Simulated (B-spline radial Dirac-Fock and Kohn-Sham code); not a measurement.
## Tm³⁺: eigenvalues, ΔSCF and the reference

System: the Tm³⁺ ion, 1s2 2s2 2p6 3s2 3p6 3d10 4s2 4p6 4d10 4f11 5s2 5p6 6s1 (not the ground configuration).

The density-functional columns are spherical, spin-unpolarised Dirac-Kohn-Sham results without Breit or QED terms: −ε is minus the orbital energy of the initial state and ΔSCF the difference of two total energies. The reference in the last column comes from Dirac-Fock (average of configuration) total-energy differences with a finite nucleus, the Breit interaction including its frequency dependence, and self-energy and vacuum-polarisation corrections. All numbers are from an atomic code on a B-spline grid, in eV; a selection of levels is shown. For the 1s level of heavy atoms much of the gap between ΔSCF and the reference is the Breit and QED part, -276.6 eV here; for other levels the error of the functional can be larger.

```
level   LDA −ε  LDA ΔSCF  Dirac-Fock
    K  59194.7   59700.0     59435.8
   L1  10021.0   10113.5     10172.9
   L2   9558.4    9676.5      9667.8
   L3   8579.5    8683.4      8698.9
   M1   2288.4    2315.9      2365.2
   M2   2084.0    2113.4      2144.7
   M3   1877.4    1904.5      1937.2
   M4   1526.9    1559.1      1565.7
   M5   1481.7    1513.1      1521.4
   N1    487.2     500.3       526.4
   N2    404.9     417.9       436.7
   N3    357.7     370.4       389.8
   N4    221.8     234.2       241.5
   N5    213.2     225.4       232.9
 N6,7    46.83     57.81       53.85
   O2    67.78     75.50       73.65
   O3    60.95     68.31       66.81
   P1    26.80     30.46       28.99
```

Values without a named source are computed, but for edge energies of neutral atoms, which are taken from tables.
